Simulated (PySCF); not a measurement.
Molecule: `CS[BH2-][NH3+]`, CH8BNS.

Molfile (atoms numbered from 1):
```
CH8BNS
     RDKit          3D

 12 11  0  0  0  0  0  0  0  0999 V2000
    1.8679   -0.4356   -0.2528 C   0  0  0  0  0  0  0  0  0  0  0  0
    0.7886    0.2114    1.0572 S   0  0  0  0  0  0  0  0  0  0  0  0
   -0.7129    0.8049    0.0933 B   0  0  0  0  0  0  0  0  0  0  0  0
   -1.6500   -0.5117   -0.2036 N   0  0  0  0  0  0  0  0  0  0  0  0
    2.8133   -0.7532    0.2095 H   0  0  0  0  0  0  0  0  0  0  0  0
    2.0843    0.3431   -0.9992 H   0  0  0  0  0  0  0  0  0  0  0  0
    1.4428   -1.3115   -0.7704 H   0  0  0  0  0  0  0  0  0  0  0  0
   -1.3909    1.5193    0.8133 H   0  0  0  0  0  0  0  0  0  0  0  0
   -0.4561    1.2816   -1.0019 H   0  0  0  0  0  0  0  0  0  0  0  0
   -2.5417   -0.2605   -0.6358 H   0  0  0  0  0  0  0  0  0  0  0  0
   -1.8318   -0.9969    0.6773 H   0  0  0  0  0  0  0  0  0  0  0  0
   -1.1725   -1.1710   -0.8200 H   0  0  0  0  0  0  0  0  0  0  0  0
  1  2  1  0
  2  3  1  0
  3  4  1  0
  1  5  1  0
  1  6  1  0
  1  7  1  0
  3  8  1  0
  3  9  1  0
  4 10  1  0
  4 11  1  0
  4 12  1  0
M  CHG  2   3  -1   4   1
M  END
```

Geometry PBE0-D3(BJ)/def2-SVP throughout; GIAO in PySCF 2.14, gas phase, one conformer, non-relativistic; equivalent atoms averaged; basis pcSseg-2.

For orientation, B97-D gives these shifts δ (against TMS, CS2, BF3·OEt2, NH3 at the same level): C1 20.6, S2 -77.2, B3 -11.0, N4 49.5, H10/H11/H12 2.76, H8/H9 2.91, H5/H6/H7 2.02 ppm.

A run gave: C1 19.3, S2 -91.4, B3 -10.7, N4 49.7, H10/H11/H12 2.78, H8/H9 2.85, H5/H6/H7 1.94 ppm (shifts δ (against TMS, CS2, BF3·OEt2, NH3 at the same level)).

Q: Which functional was used in that run?
A. B97-2
B. B3LYP
C. mPW1PW91
D. OPBE

A: B. S2 tells them apart best: B3LYP gives -91.4, OPBE gives -104.6, B97-2 gives -111.3, mPW1PW91 gives -118.7 ppm.
